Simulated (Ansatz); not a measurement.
Ansatz (a program for electronic structure) input (HF/3-21G): The .json file is the Basis Set Exchange's 3-21G.

Ansatz 0.2 input:
```yaml
crystal:
  periodic: [false, false, false]
  atoms:
    - {symbol: C, position_ang: [-3.01134000, -0.36314900, -0.18806000]}
    - {symbol: O, position_ang: [-1.91370000, 0.46661400, 0.21245500]}
    - {symbol: B, position_ang: [-0.62523400, 0.18616700, 0.08546200]}
    - {symbol: I, position_ang: [0.78760700, 1.64465400, 0.78684600]}
    - {symbol: I, position_ang: [0.08729800, -1.65980900, -0.78964500]}
    - {symbol: H, position_ang: [-3.91894800, 0.17810800, 0.06500300]}
    - {symbol: H, position_ang: [-2.97767400, -1.31216000, 0.34548900]}
    - {symbol: H, position_ang: [-2.96956800, -0.54757300, -1.26075400]}
basis:
  gaussian:
    orbitals: 3-21G.json
hamiltonian:
  xc: {name: HF}
relax: {f_tol: 0.003, max_steps: 120}
```

Output:

```
Functional definition: HF
integrals: 0.05 GiB planned
1289 factors; integrals over basis functions are off by at most 5.5e-4 eV
mean field: 0.77 GiB planned
mean field evaluation 1: about -378621.3297 eV, gradient 2.9e1 eV
mean field evaluation 2: about -378621.5194 eV, gradient 3.0e1 eV
mean field evaluation 4: about -378623.4727 eV, gradient 3.0e0 eV
mean field evaluation 8: about -378623.5046 eV, gradient 6.3e-4 eV
mean field -378623.50462919 eV, -13914.1571548937 hartree, gradient 3.0e-5 eV, S^2 0.000000; 0 other end points of the search recorded, 0 dependent functions left out
the calculation of the forces begins
reference -378623.50462919 eV, -13914.1571548937 hartree; 64, 64 occupied and 35, 35 virtual orbitals, 1289 factors
relax step   1: F+E_penalty+E_count = -378623.50462919 eV  Δ(F+E_penalty+E_count) = +0.000e0 eV  max|allowed force component| = 1.140e0 eV/Å  Δτ_max = 0.0000 Å  (34 SCF iters, accepted)
these checks for a lower state are left out or cut short: starts, cluster_reference, orbital_swaps, neighbouring_geometries, increment
integrals: 0.05 GiB planned
1289 factors; integrals over basis functions are off by at most 5.6e-4 eV
mean field: 0.77 GiB planned
mean field evaluation 16: about -378623.5757 eV, gradient 1.1e-3 eV
mean field -378623.57572369 eV, -13914.1597675686 hartree, gradient 8.8e-5 eV, S^2 0.000000; 0 other end points of the search recorded, 0 dependent functions left out
the calculation of the forces begins
reference -378623.57572369 eV, -13914.1597675686 hartree; 64, 64 occupied and 35, 35 virtual orbitals, 1289 factors
relax step   2: F+E_penalty+E_count = -378623.57572369 eV  Δ(F+E_penalty+E_count) = -7.109e-2 eV  max|allowed force component| = 4.776e-1 eV/Å  Δτ_max = 0.1009 Å  (34 SCF iters, accepted)
these checks for a lower state are left out or cut short: starts, cluster_reference, orbital_swaps, neighbouring_geometries, increment
integrals: 0.05 GiB planned
1289 factors; integrals over basis functions are off by at most 5.7e-4 eV
mean field: 0.77 GiB planned
mean field -378623.58715121 eV, -13914.1601875220 hartree, gradient 2.7e-5 eV, S^2 0.000000; 0 other end points of the search recorded, 0 dependent functions left out
the calculation of the forces begins
reference -378623.58715121 eV, -13914.1601875220 hartree; 64, 64 occupied and 35, 35 virtual orbitals, 1289 factors
relax step   3: F+E_penalty+E_count = -378623.58715121 eV  Δ(F+E_penalty+E_count) = -1.143e-2 eV  max|allowed force component| = 2.418e-1 eV/Å  Δτ_max = 0.0490 Å  (36 SCF iters, accepted)
these checks for a lower state are left out or cut short: starts, cluster_reference, orbital_swaps, neighbouring_geometries, increment
integrals: 0.05 GiB planned
1289 factors; integrals over basis functions are off by at most 5.7e-4 eV
mean field: 0.77 GiB planned
mean field evaluation 32: about -378623.3559 eV, gradient 1.9e-2 eV
mean field -378623.58853611 eV, -13914.1602384162 hartree, gradient 2.6e-5 eV, S^2 0.000000; 0 other end points of the search recorded, 0 dependent functions left out
the calculation of the forces begins
reference -378623.58853611 eV, -13914.1602384162 hartree; 64, 64 occupied and 35, 35 virtual orbitals, 1289 factors
relax step   4: F+E_penalty+E_count = -378623.58853611 eV  Δ(F+E_penalty+E_count) = -1.385e-3 eV  max|allowed force component| = 3.763e-1 eV/Å  Δτ_max = 0.0301 Å  (37 SCF iters, accepted)
these checks for a lower state are left out or cut short: starts, cluster_reference, orbital_swaps, neighbouring_geometries, increment
integrals: 0.05 GiB planned
1289 factors; integrals over basis functions are off by at most 5.7e-4 eV
mean field: 0.77 GiB planned
mean field -378623.59020753 eV, -13914.1602998395 hartree, gradient 2.7e-5 eV, S^2 0.000000; 0 other end points of the search recorded, 0 dependent functions left out
the calculation of the forces begins
reference -378623.59020753 eV, -13914.1602998395 hartree; 64, 64 occupied and 35, 35 virtual orbitals, 1289 factors
relax step   5: F+E_penalty+E_count = -378623.59020753 eV  Δ(F+E_penalty+E_count) = -1.671e-3 eV  max|allowed force component| = 3.206e-2 eV/Å  Δτ_max = 0.0159 Å  (38 SCF iters, accepted)
these checks for a lower state are left out or cut short: starts, cluster_reference, orbital_swaps, neighbouring_geometries, increment
integrals: 0.05 GiB planned
1289 factors; integrals over basis functions are off by at most 5.7e-4 eV
mean field: 0.77 GiB planned
mean field -378623.59024601 eV, -13914.1603012538 hartree, gradient 2.7e-5 eV, S^2 0.000000; 0 other end points of the search recorded, 0 dependent functions left out
the calculation of the forces begins
reference -378623.59024601 eV, -13914.1603012538 hartree; 64, 64 occupied and 35, 35 virtual orbitals, 1289 factors
relax step   6: F+E_penalty+E_count = -378623.59024601 eV  Δ(F+E_penalty+E_count) = -3.848e-5 eV  max|allowed force component| = 7.732e-3 eV/Å  Δτ_max = 0.0018 Å  (37 SCF iters, accepted)
these checks for a lower state are left out or cut short: starts, cluster_reference, orbital_swaps, neighbouring_geometries, increment
integrals: 0.05 GiB planned
1289 factors; integrals over basis functions are off by at most 5.7e-4 eV
mean field: 0.77 GiB planned
mean field evaluation 64: about -378623.5902 eV, gradient 1.1e-3 eV
mean field -378623.59024883 eV, -13914.1603013574 hartree, gradient 2.7e-5 eV, S^2 0.000000; 0 other end points of the search recorded, 0 dependent functions left out
the calculation of the forces begins
reference -378623.59024883 eV, -13914.1603013574 hartree; 64, 64 occupied and 35, 35 virtual orbitals, 1289 factors
relax step   7: F+E_penalty+E_count = -378623.59024883 eV  Δ(F+E_penalty+E_count) = -2.820e-6 eV  max|allowed force component| = 9.596e-3 eV/Å  Δτ_max = 0.0007 Å  (37 SCF iters, accepted)
these checks for a lower state are left out or cut short: starts, cluster_reference, orbital_swaps, neighbouring_geometries, increment
integrals: 0.05 GiB planned
1289 factors; integrals over basis functions are off by at most 5.7e-4 eV
mean field: 0.77 GiB planned
mean field -378623.59025061 eV, -13914.1603014228 hartree, gradient 2.7e-5 eV, S^2 0.000000; 0 other end points of the search recorded, 0 dependent functions left out
the calculation of the forces begins
reference -378623.59025061 eV, -13914.1603014228 hartree; 64, 64 occupied and 35, 35 virtual orbitals, 1289 factors
relax step   8: F+E_penalty+E_count = -378623.59025061 eV  Δ(F+E_penalty+E_count) = -1.780e-6 eV  max|allowed force component| = 6.308e-4 eV/Å  Δτ_max = 0.0003 Å  (37 SCF iters, accepted)
integrals: 0.05 GiB planned
1289 factors; integrals over basis functions are off by at most 5.7e-4 eV
mean field: 0.77 GiB planned
mean field evaluation 96: about -378623.5898 eV, gradient 2.8e-1 eV
mean field -378623.59025061 eV, -13914.1603014228 hartree, gradient 2.7e-5 eV, S^2 0.000000; 1 other end points of the search recorded, 0 dependent functions left out
the calculation of the forces begins
reference -378623.59025061 eV, -13914.1603014228 hartree; 64, 64 occupied and 35, 35 virtual orbitals, 1289 factors
Total energy: -378623.59025061 eV, -13914.1603014228 hartree
Atom 0 at    -3.055912    -0.371532    -0.192275 Å, force    -0.000156    -0.000024    -0.000012 eV/Å
Atom 1 at    -1.899551     0.425466     0.192939 Å, force     0.000631     0.000370     0.000179 eV/Å
Atom 2 at    -0.591351     0.182237     0.083762 Å, force    -0.000200     0.000050     0.000023 eV/Å
Atom 3 at     0.817518     1.705861     0.816133 Å, force    -0.000028    -0.000069    -0.000033 eV/Å
Atom 4 at     0.186762    -1.698177    -0.807407 Å, force    -0.000004    -0.000002    -0.000001 eV/Å
Atom 5 at    -3.919591     0.208512     0.079472 Å, force    -0.000407     0.000307     0.000144 eV/Å
Atom 6 at    -3.043746    -1.309794     0.340465 Å, force     0.000080    -0.000523     0.000285 eV/Å
Atom 7 at    -3.035688    -0.549722    -1.256294 Å, force     0.000084    -0.000109    -0.000585 eV/Å
Dipole moment:    -0.711803    -0.229138    -0.112664 e Å
```

The geometry given is a B3LYP-D3(BJ)/def2-TZVP minimum.
